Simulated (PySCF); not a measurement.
# Distorted geometries of [Pb(CN)3]−

[Pb(CN)3]− (singlet). PySCF 2.14.0, RKS B3LYP, Pb def2-SVP with ECP60, C def2-SVP, N def2-SVP; non-relativistic Hamiltonian with scalar-relativistic core potentials where named; density fitting; no spin-orbit coupling. Relaxed geometry:

```xyz
7

Pb    0.3591    1.2192    0.0000
C    -0.4195   -0.2086    1.7242
N    -0.8773   -0.7479    2.6516
C    -0.4195   -0.2086   -1.7242
N    -0.8773   -0.7479   -2.6516
C     2.5317    0.2720    0.0000
N     3.6659   -0.0007    0.0000
```

Q: Order these distorted geometries by energy above the relaxed one, lowest first.
A.
```xyz
7

Pb    0.4611    1.3423   -0.0268
C    -0.3607   -0.2552    1.8139
N    -0.8549   -0.6817    2.8225
C    -0.5611   -0.0757   -1.7127
N    -0.9585   -0.8226   -2.6700
C     2.5172    0.1403   -0.1075
N     3.7200   -0.0697   -0.1195
```
B.
```xyz
7

Pb    0.2223    1.3240   -0.0848
C    -0.4095   -0.6070    1.7262
N    -0.9823   -0.7760    2.5995
C    -0.4322   -0.2144   -1.6394
N    -0.9321   -0.5742   -2.6714
C     2.6045    0.3959    0.0596
N     3.8923    0.0293    0.0104
```
C.
```xyz
7

Pb    0.2754    1.2656    0.0278
C    -0.3943   -0.1549    1.7222
N    -0.8206   -0.6912    2.6841
C    -0.5214   -0.0855   -1.7638
N    -0.8165   -0.8351   -2.5546
C     2.5478    0.1790   -0.0021
N     3.6927   -0.1002   -0.1137
```

A: C (0.25 eV), A (1.00 eV), B (2.94 eV).

Q: Which forces (eV/Å) act in the one that lies 1.00 eV up?

A: 
```
Pb  -0.38 -1.32  0.54
C   -1.26 -0.32  2.38
N    1.49  1.15 -3.01
C   -2.62 -5.25 -6.80
N    2.80  5.50  6.95
C    5.28 -0.57 -0.12
N   -5.31  0.81  0.05
```
Forces carry noise of the integration grid, about 0.01 to 0.03 eV/Å.

No frequency check is given that shows the relaxed geometry to be a minimum.
